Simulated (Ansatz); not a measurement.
Reaction (homolysis of the H–Se bond): `[GeH3][SeH]` → H• + `[GeH3][Se]`•

Gas-phase electronic energies from Ansatz, PBE0-D4/def2-TZVP geometries. CBS: MP2 limit from def2 TZ/QZ plus the TZ coupled-cluster correction, frozen cores. This one scheme is used for every species, atoms too. DFT in def2-TZVPP. Open shells (•) are unrestricted, without spin–orbit coupling. For Ge, Se outer-core shells are correlated without core-valence functions, so the limit isn't a true one: a few kJ/mol of doubt a bond, and 10 to 20 or more in all where bonds break to atoms. Scalar relativity is left out up to krypton.

```tsv
level	ΔE (eV)
PBE	3.56
CAM-B3LYP	3.58
```

(1) What does CCSD(T)/CBS give? (Best estimate.)

Largest T1 diagnostic among the species: 0.011.

Answers

(1) Computed: +3.73 eV. The listed levels differ from it by -0.17, -0.15 eV.

Leaving LDA and LC-ωPBE aside and taking each functional with its dispersion term where it has one, the values, not all of them listed here, spread over 0.10 eV, from BHLYP-D4 to ωB97X-V. LDA lies +0.52 eV from PBE without D4, its usual overbinding. In def2-TZVPP, CCSD(T) changes the Hartree–Fock value by +1.10 eV (the triples alone add +0.05 eV) and MP2 by +1.07 eV; breaking electron pairs costs correlation energy, which Hartree–Fock lacks. At CCSD(T), def2-SVP lies −0.27 eV from the extrapolated value and def2-TZVPP −0.10 eV: correlation converges slowly with the basis, and small sets miss more of it in the bonded molecule than in its fragments.
